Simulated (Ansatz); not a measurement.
Na₄⁻ was relaxed with PBE0 (def2-TZVPD) in Ansatz in these states: charge -1 doublet, charge -1 quartet. The geometries follow in no particular order.

A:

```
atom   x (Å)   y (Å)   z (Å)
 Na1  -0.496   0.654  -2.900
 Na2  -0.295   0.073   0.669
 Na3  -1.550   0.377   3.764
 Na4   2.341  -1.104  -1.533
```

B:

```xyz
4

Na    0.6097    0.6464   -3.0262
Na   -0.0989    0.2293    0.4450
Na   -0.8429    1.8194    4.1342
Na    0.3321   -2.6951   -1.5530
```

Task: Judge from the bond lengths which geometry belongs to which state (an estimate).

Result: A is the charge -1 doublet (Na2–Na3 3.353 Å, Na2–Na4 3.631 Å, Na1–Na4 3.606 Å); B is the charge -1 quartet (Na2–Na3 4.086 Å, Na2–Na4 3.568 Å, Na1–Na4 3.662 Å).

At PBE0/def2-TZVPD a doublet lies 0.57 eV below the charge -1 quartet. These are the stationary points nearest to one start from a short search; other shapes may lie lower in each state.
